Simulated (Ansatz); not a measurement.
Cost and result for the atomization energy of AlH3OS2 (`[OH][Al]([SH])[SH]`) (7 atoms, 6 bonds).

Total charge 0; spin multiplicity 1. All single points use the PBE0-D4/def2-TZVP geometry. It is one conformer, not always the lowest. Program: Ansatz. Hardware: A = 2 threads of an AMD EPYC 7R13 on a shared host; B = 2 threads of an AMD EPYC 7R13 on a shared host and a share of an NVIDIA H100 80 GB. Times are those of one run each, without the atoms' runs, and a repeat can differ threefold. Electronic energies, without spin–orbit coupling; frozen cores. CCSD(T)/CBS extrapolates def2-TZVPP and def2-QZVPP, and its time is that of the two runs behind it. T1 = 0.012. B3LYP takes the VWN-RPA correlation (the form of Gaussian; ORCA's B3LYP/G).

CCSD(T)/CBS is a level of theory with its own doubt, some kJ/mol a heavy atom from the limit and from the frozen cores, so smaller differences don't rank the functionals.

| level | functions | wall time |
| --- | --- | --- |
| CCSD(T)/def2-TZVPP [B] | 199 | 2.3 s |
| PBE-D4/def2-TZVPP (with forces) [A] | 199 | 3.3 s |
| PBE0-D4/def2-TZVPP [A] | 199 | 4 s |
| r2SCAN-D4/def2-TZVPP (with forces) [A] | 199 | 4.7 s |
| B3LYP-D4/def2-TZVPP (with forces) [A] | 199 | 6 s |
| B2PLYP/def2-TZVPP [A] | 199 | 6.5 s |
| CCSD(T)/def2-QZVPP [B] | 357 | 6.5 s |
| CCSD(T)/CBS(def2) | – | 8.8 s |
| ωB97X-V/def2-TZVPP [A] | 199 | 9 s |
| ωB97M-V/def2-TZVPP (with forces) [A] | 199 | 12 s |

What atomization energy does each give, and how far from CCSD(T)/CBS? (An estimate is asked.)

Ansatz gave: 
| level | atomization (kcal/mol) | difference from CCSD(T)/CBS | per bond |
| --- | --- | --- | --- |
| CCSD(T)/def2-TZVPP [B] | 542.6 | -20.6 | -3.4 |
| PBE-D4/def2-TZVPP (with forces) [A] | 563.5 | 0.3 | 0.0 |
| PBE0-D4/def2-TZVPP [A] | 552.8 | -10.4 | -1.7 |
| r2SCAN-D4/def2-TZVPP (with forces) [A] | 563.1 | -0.1 | 0.0 |
| B3LYP-D4/def2-TZVPP (with forces) [A] | 552.5 | -10.7 | -1.8 |
| B2PLYP/def2-TZVPP [A] | 548.6 | -14.6 | -2.4 |
| CCSD(T)/def2-QZVPP [B] | 554.7 | -8.5 | -1.4 |
| CCSD(T)/CBS(def2) | 563.2 | 0.0 | 0.0 |
| ωB97X-V/def2-TZVPP [A] | 562.0 | -1.2 | -0.2 |
| ωB97M-V/def2-TZVPP (with forces) [A] | 562.9 | -0.3 | -0.1 |

In def2-TZVPP, CCSD(T) changes the Hartree–Fock value by +148.4 kcal/mol (the triples alone add +10.2 kcal/mol) and MP2 by +162.1 kcal/mol; breaking electron pairs costs correlation energy, which Hartree–Fock lacks. From PBE to PBE0 (25 % exact exchange), in def2-TZVPP and without D4, the atomization energy moves by −10.2 kcal/mol: exact exchange takes away binding that semilocal exchange gives to molecules. The D4 term adds +6.4 kcal/mol with B3LYP and +3.4 kcal/mol with PBE0; it sums over pairs of atoms, weighted by their polarisabilities, and B3LYP, whose exchange is more repulsive, gets the larger term.
